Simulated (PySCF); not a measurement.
From one molecule to another.

First species: C4H12NPSi3.
Structure used (GFN2-xTB), in Å, numbered top down from 1:
```
atom  x, y, z in Å
C1    -1.882    1.618   -0.997
C2    -1.856    0.347   -0.621
C3    -2.924   -0.243    0.247
Si4   -0.426   -0.798   -1.082
P5     0.748   -1.065    0.812
Si6    2.626   -1.994    0.050
Si7    1.385    1.026    1.229
C8     2.031    1.847   -0.322
N9     2.409    2.290   -1.309
H10   -1.111    2.046   -1.617
H11   -2.678    2.287   -0.704
H12   -3.452   -1.030   -0.292
H13   -2.473   -0.696    1.130
H14   -3.646    0.509    0.562
H15    0.374   -0.221   -2.164
H16   -0.887   -2.141   -1.446
H17    2.261   -3.347   -0.363
H18    3.209   -1.255   -1.070
H19    3.555   -2.014    1.178
H20    2.497    1.034    2.181
H21    0.233    1.818    1.658
```

Second species: C8H7F3.
Cartesian coordinates in Å at the GFN2-xTB level; atoms count from 1:
```
atom  x, y, z in Å
F1    -3.455    0.789    0.885
C2    -2.894   -0.179    0.095
C3    -1.395   -0.079    0.056
C4    -0.667   -1.073   -0.589
C5     0.712   -1.006   -0.643
C6     1.376    0.060   -0.050
C7     2.882    0.121   -0.077
F8     3.393   -0.506   -1.165
F9     3.330    1.399   -0.130
C10    0.655    1.057    0.589
C11   -0.726    0.987    0.639
H12   -3.213   -1.145    0.503
H13   -3.320   -0.050   -0.908
H14   -1.183   -1.900   -1.052
H15    1.274   -1.775   -1.150
H16    3.339   -0.348    0.813
H17    1.172    1.891    1.039
H18   -1.288    1.764    1.134
```

Levels: PBE0/pcSseg-1 for dipole moment, HOMO energy, LUMO energy and HOMO–LUMO gap; GFN2-xTB for rotational constant A and rotational constant C. Geometries: GFN2-xTB. Each species is one conformer at its optimised geometry, gas phase, non-relativistic unless stated. Electronic properties by PySCF.

Dipoles, sizes and rotational constants follow the conformer. The torsions of the flexible species, by atom-mapped SMILES:
- `[CH2:1]=[C:2]([CH3:3])[SiH2:4][P:5]([SiH3:6])[SiH2:7][C:8]#[N:9]`: C1–C2–Si4–P5 106°, C2–Si4–P5–Si6 -167°, Si4–P5–Si7–C8 -46°
- `[F:1][CH2:2][c:3]1[cH:4][cH:5][c:6]([CH:7]([F:8])[F:9])[cH:10][cH:11]1`: F1–C2–C3–C4 173°, C5–C6–C7–F8 29°

Q: Which of the two has the higher rotational constant A, and by how much?

A: The second: 3.201 GHz against 0.980 GHz, a difference of 2.221 GHz.

Q: Which has the higher HOMO energy?

A: The first: -7.39 eV against -7.57 eV, a difference of 0.18 eV.

Q: Which of the two has the higher rotational constant C, and by how much?

A: The first: 0.504 GHz against 0.453 GHz, a difference of 0.051 GHz.

Q: Which has the higher HOMO–LUMO gap?

A: The second: 6.74 eV against 6.60 eV, a difference of 0.14 eV.

Q: Which has the higher dipole moment?

A: The first: 2.76 D against 2.27 D, a difference of 0.49 D.

On the first: The dipole equals about 9.2 × 10⁻³⁰ C·m (1 D = 3.33564 × 10⁻³⁰ C·m).

On the second: In atomic units the dipole is 0.89 e·bohr (1 au = 2.5417 D).
